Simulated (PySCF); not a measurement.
A calculated (BP86, PySCF 2.14, aug-cc-pCVTZ-DK, the spin-free X2C one-electron Hamiltonian (Gaussian nucleus)) atom or ion has these occupied shells.

```csv
shell,electrons,orbital energy (eV),"rms radius, mean of both spins (bohr)"
1s α,1,-210.77,0.381
1s β,1,-210.28,0.381
2p α,1,-26.815,1.73
```

**Question.** Name the element and its charge.

**Answer.** B²⁺ (boron, charge +2), in [He] 2p1, 2P determinant (an excited configuration).
